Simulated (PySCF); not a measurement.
NMR data simulated for an unnamed compound:

1H NMR (600 MHz, computed): δ 5.30 (d, 1H), 2.50 (m, 1H), 1.06 (m, 1H), 1.02 (m, 1H), 0.98 (m, 1H), 0.77 (br s, 2H), 0.60 (br s, 2H).

13C{1H} NMR (computed): δ 128.7 (C), 7.0 (CH2), -7.2 (CH).

All values are calculated (PySCF 2.14): shielding tensors at PBE0/pcSseg-1 (GIAO), geometry: GFN2-xTB. A single conformation, non-relativistic, equivalent nuclei averaged, in vacuum.

Shifts are taken against calculated references (same method and geometry level): TMS for 1H (31.72 ppm), 13C (186.93 ppm).

Which of these does the molecule contain: a nitrile, a Si–CH3 group, a carboxylic acid, a three-membered ring, a Si–H bond, an amide?

Answers


- A nitrile: yes (δC 128.7).
- A Si–CH3 group: no.
- A carboxylic acid: no.
- A three-membered ring: yes.
- A Si–H bond: yes (δH 2.50 (m)).
- An amide: no.

The data belong to `[Si@H]1([SiH](N)N)[C@H](C#N)C1`, C$_{3}$H$_{9}$N$_{3}$Si$_{2}$; they needn't prove each group on their own.

Carbon signals by region: 1 in the sp2 and nitrile region (100–160 ppm), 2 below 50 ppm.

The OH or NH signal is concentration- and solvent-dependent in practice; the value given is the gas-phase one. Shifts are as computed. Against solution values, carbons near 30 ppm lie about +3 ppm off and those near 130 ppm about +5 ppm. Of 1211 compounds with measured shifts, 218 miss one by over three times the rms of a fit or turn the order of signals round; such compounds aren't used in these exercises. Multiplicities follow the n + 1 count of equivalent neighbours, as no J values were calculated; m marks all less simple cases, F and P coupling included.
